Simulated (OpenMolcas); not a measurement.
**Re3+: moving or changing the point charges**

Re3+ among 6 point charges of -1.7 e arranged as a tetragonal octahedron (D4h), 1.86 Å from the ion, with the axial distance 1.934 Å.
```
   1.8600    0.0000    0.0000  -1.70
   0.0000    1.8600    0.0000  -1.70
  -1.8600    0.0000    0.0000  -1.70
   0.0000   -1.8600    0.0000  -1.70
   0.0000    0.0000    1.9344  -1.70
   0.0000    0.0000   -1.9344  -1.70
```

```yaml
Program: OpenMolcas
Method: "SS-CASPT2, IPEA 0.25 Eh, imaginary shift 0.1 Eh (closed shells correlated: 5s 5p)"
Basis: ANO-RCC-VDZP [7s6p4d2f1g]
Scalar_Hamiltonian: DKH2, point nucleus
Active_space: 4 electrons in 5 orbitals (5d)
State_averaging: 2S+1 = 5 even, 5 roots; 2S+1 = 3 even, 45 roots; 2S+1 = 1 even, 50 roots
Spin-orbit_coupling: RASSI with atomic mean-field integrals over the reference wave functions
```

Runs around this geometry, states (labels of D4, the rotations of D4h). Energies in cm-1 above the lowest state or level, χT in cm3 K/mol.

```tsv
R (Å)	q (e)	Axial / equatorial distance	Ground state	First state of that spin	First gap with spin-orbit (degeneracies)	χT at 300 K	First state of another spin
1.86	-1.1	1.04	5B1	5A1 2510	2520 (1, 1)	0.179	3E 6180
1.86	-1.7	1.04	3E	3A2 1630	2690 (1, 1)	0.205	5B1 170
1.95	-1.7	1.04	5B1	5A1 3430	2580 (1, 1)	0.195	3E 3110
1.86	-1.7	1.12	5B1	5A1 11230	1490 (1, 1)	0.352	3E 4710
```

The ground state changes within this set.

Free-ion shares, where given, are those of the reference states; single-state CASPT2 does not remix them. Spin-orbit coupling mixes the spin-free states strongly: the lowest level takes only 32 % from its leading state, 5B1 (figures for R = 1.86, q = -1.1, ratio = 1.04; the like holds for R = 1.86, q = -1.7, ratio = 1.04, R = 1.95, q = -1.7, ratio = 1.04, R = 1.86, q = -1.7, ratio = 1.12). This shell can be high or low spin here, a state of another spin lies low, and with metal d orbitals alone active their balance is uncertain, so the ground spin may be wrong (holds for R = 1.86, q = -1.1, ratio = 1.04; R = 1.95, q = -1.7, ratio = 1.04; R = 1.86, q = -1.7, ratio = 1.12). Point charges give a weaker field than real ligands, and real ions of this kind are as a rule low spin; the high spin found here belongs to the model (holds for R = 1.86, q = -1.1, ratio = 1.04; R = 1.95, q = -1.7, ratio = 1.04; R = 1.86, q = -1.7, ratio = 1.12). This shell can be high or low spin here, a state of another spin lies low, and with metal d orbitals alone active their balance is uncertain, so the ground spin may be wrong, although the usual error favours high spin (holds for R = 1.86, q = -1.7, ratio = 1.04). Point charges carry no covalency, so the field is a model and not that of real ligands. No measured value stands beside these numbers.
